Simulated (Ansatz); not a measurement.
```yaml
crystal:
  periodic: [false, false, false]
  atoms:
    - {symbol: C, position_ang: [0.711969, -0.780324, 1.581447]}
    - {symbol: N, position_ang: [0.220034, -0.125897, 0.428466]}
    - {symbol: Mo, position_ang: [-0.274848, 0.770955, -0.899580]}
    - {symbol: O, position_ang: [-1.360214, -0.356566, -1.913350]}
    - {symbol: F, position_ang: [0.497018, 2.467006, -0.739018]}
    - {symbol: F, position_ang: [-1.802216, 1.625713, -0.250542]}
    - {symbol: F, position_ang: [1.121751, 0.472697, -2.103124]}
    - {symbol: H, position_ang: [0.199331, -1.737015, 1.714567]}
    - {symbol: H, position_ang: [0.538237, -0.157193, 2.462989]}
    - {symbol: H, position_ang: [1.785219, -0.961087, 1.474399]}
    - {symbol: H, position_ang: [-1.570881, -1.275392, -1.735754]}
basis:
  gaussian: {orbitals: def2-mTZVPP}
hamiltonian: {xc: {name: revPBE}, pseudopotentials: {relativity: scalar}}
output: {forces: true}
```

```sh
$ ansatz run in.yaml --threads 4 --pin off --events-out ev --progress --plain --max-ram 11315MiB
```

Shortened log:

```
Functional definition: revPBE
1472 factors; their error is unknown
mean field evaluation 1: about -14637.5887 eV, gradient 1.2e2 eV
mean field evaluation 2: about -14336.5143 eV, gradient 3.8e2 eV
mean field evaluation 4: about -14651.2890 eV, gradient 8.1e1 eV
mean field evaluation 8: about -14662.8690 eV, gradient 2.1e0 eV
mean field evaluation 16: about -14662.8617 eV, gradient 1.5e-2 eV
mean field -14662.86166473 eV, -538.8502273343 hartree, gradient 4.3e-5 eV, S^2 0.000000; 0 other end points of the search recorded, 0 dependent functions left out
reference -14662.86176505 eV, -538.8502310208 hartree; 33, 33 occupied and 159, 159 virtual orbitals, 1472 factors
Total energy: -14662.86176505 eV, -538.8502310208 hartree
Relativity: scalar
Atom 0 at     0.711969    -0.780324     1.581447 Å, force     0.051665    -0.016239     0.078485 eV/Å
Atom 1 at     0.220034    -0.125897     0.428466 Å, force     0.521731    -1.124974     1.533586 eV/Å
Atom 2 at    -0.274848     0.770955    -0.899580 Å, force    -0.291443     0.533254    -0.788984 eV/Å
Atom 3 at    -1.360214    -0.356566    -1.913350 Å, force    -0.820497    -0.357701    -1.026546 eV/Å
Atom 4 at     0.497018     2.467006    -0.739018 Å, force     0.607037     1.332125     0.126241 eV/Å
Atom 5 at    -1.802216     1.625713    -0.250542 Å, force    -1.224104     0.675603     0.514082 eV/Å
Atom 6 at     1.121751     0.472697    -2.103124 Å, force     1.108685    -0.241058    -0.960154 eV/Å
Atom 7 at     0.199331    -1.737015     1.714567 Å, force    -0.127972    -0.287528     0.073301 eV/Å
Atom 8 at     0.538237    -0.157193     2.462989 Å, force    -0.030834     0.148671     0.290171 eV/Å
Atom 9 at     1.785219    -0.961087     1.474399 Å, force     0.318450    -0.077339     0.014327 eV/Å
Atom 10 at    -1.570881    -1.275392    -1.735754 Å, force    -0.112718    -0.584812     0.145493 eV/Å
Dipole moment:     0.032171    -0.933429     0.607540 e Å
```

Hardware: 4 threads of an Arm Neoverse N1 on a shared host. Wall time 4.8 s, peak host memory 0.26 GiB.
